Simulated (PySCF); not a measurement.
# Working out the ionisation energy of C⁺

C⁺ [He] 2s2 2p1 (2P) → C²⁺ [He] 2s2 (1S). Computed with PySCF 2.14 in dyall-acv3z, with the spin-free X2C one-electron Hamiltonian (Gaussian nucleus). Frozen: nothing; the 5 highest virtual orbitals dropped. Energies in hartree (1 hartree = 27.21139 eV):

```tsv
part	C⁺ (lower)	C²⁺ (upper)
UHF	-37.311860	-36.423719
CCSD correlation	-0.124983	-0.121687
(T)	-0.001569	-0.000600
```

Task: What does Hartree-Fock give?

Result: (-36.423719) − (-37.311860) = 0.888141 hartree = 24.168 eV.

Task: What do CCSD and CCSD(T) give?

Result: The CCSD correlation energies differ by 0.003296 hartree = 0.090 eV and the triples by 0.000969 hartree = 0.026 eV, so CCSD gives 24.258 eV and CCSD(T) 24.284 eV.

Measured between the centres of the two terms (NIST): 24.378 eV, so CCSD(T) (valence and next inner shell) is off by -0.094 eV.

The coupled-cluster amplitudes are large, so a single reference is strained.

What remains against the reference includes basis incompleteness and higher excitations.
